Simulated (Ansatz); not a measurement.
Relaxation of B$_{2}$FH$_{5}$Si (9 atoms, charge 0, multiplicity 1), to a largest force component of 0.02 eV/Å in at most 50 steps.

All numbers below come from UKS revPBE-D4/6-31G* in Ansatz.

```xyz
9
Properties=species:S:1:pos:R:3
B -0.820 1.175 -0.647
Si 0.370 -0.262 -0.490
B 0.229 -0.988 1.290
F 0.055 -1.445 -1.613
H -1.109 1.604 -1.764
H -0.893 2.036 0.208
H -0.551 -0.402 0.644
H -0.012 -2.100 1.457
H 0.501 -0.287 2.278
```

Where does it end, and by what steps?

The run converged. The force dipped under the threshold on the way, but the program's further checks kept it going. After 20 steps the energy has fallen by 1.302 eV; H7 moved furthest, 0.72 Å.

```json
{"step": "0", "energy less start (eV)": "0.0000", "largest force component (eV/Å)": "3.750", "accepted": "yes"}
{"step": "1", "energy less start (eV)": "-0.7943", "largest force component (eV/Å)": "2.334", "accepted": "yes"}
{"step": "2", "energy less start (eV)": "-1.1626", "largest force component (eV/Å)": "0.617", "accepted": "yes"}
{"step": "3", "energy less start (eV)": "-1.2483", "largest force component (eV/Å)": "0.307", "accepted": "yes"}
{"step": "4", "energy less start (eV)": "-1.2414", "largest force component (eV/Å)": "0.460", "accepted": "no"}
{"step": "5", "energy less start (eV)": "-1.2707", "largest force component (eV/Å)": "0.096", "accepted": "yes"}
{"step": "6", "energy less start (eV)": "-1.2772", "largest force component (eV/Å)": "0.085", "accepted": "yes"}
{"step": "7", "energy less start (eV)": "-1.2824", "largest force component (eV/Å)": "0.135", "accepted": "yes"}
{"step": "8", "energy less start (eV)": "-1.2893", "largest force component (eV/Å)": "0.181", "accepted": "yes"}
{"step": "9", "energy less start (eV)": "-1.2940", "largest force component (eV/Å)": "0.178", "accepted": "yes"}
{"step": "10", "energy less start (eV)": "-1.2958", "largest force component (eV/Å)": "0.254", "accepted": "yes"}
{"step": "11", "energy less start (eV)": "-1.2967", "largest force component (eV/Å)": "0.269", "accepted": "yes"}
{"step": "12", "energy less start (eV)": "-1.3007", "largest force component (eV/Å)": "0.096", "accepted": "yes"}
{"step": "13", "energy less start (eV)": "-1.3006", "largest force component (eV/Å)": "0.062", "accepted": "no"}
{"step": "14", "energy less start (eV)": "-1.3014", "largest force component (eV/Å)": "0.026", "accepted": "yes"}
{"step": "15", "energy less start (eV)": "-1.3019", "largest force component (eV/Å)": "0.032", "accepted": "yes"}
{"step": "16", "energy less start (eV)": "-1.3022", "largest force component (eV/Å)": "0.029", "accepted": "yes"}
{"step": "17", "energy less start (eV)": "-1.3019", "largest force component (eV/Å)": "0.055", "accepted": "no"}
{"step": "18", "energy less start (eV)": "-1.3023", "largest force component (eV/Å)": "0.014", "accepted": "yes"}
{"step": "19", "energy less start (eV)": "-1.3022", "largest force component (eV/Å)": "0.048", "accepted": "no"}
{"step": "20", "energy less start (eV)": "-1.3024", "largest force component (eV/Å)": "0.004", "accepted": "yes"}
```

```xyz
9
Properties=species:S:1:pos:R:3
B -0.699 1.440 -0.813
Si 0.036 -0.395 -0.424
B 0.323 -1.039 1.361
F -0.210 -1.444 -1.657
H -0.614 1.948 -1.900
H -1.108 2.094 0.112
H -0.972 -0.910 0.920
H 0.584 -2.193 1.571
H 0.427 -0.170 2.191
```

Whether the end is a true minimum wasn't checked by a vibrational analysis.

The run took 42 s on 2 threads of Arm Neoverse V1, on a shared host, peak memory 0.17 GiB.
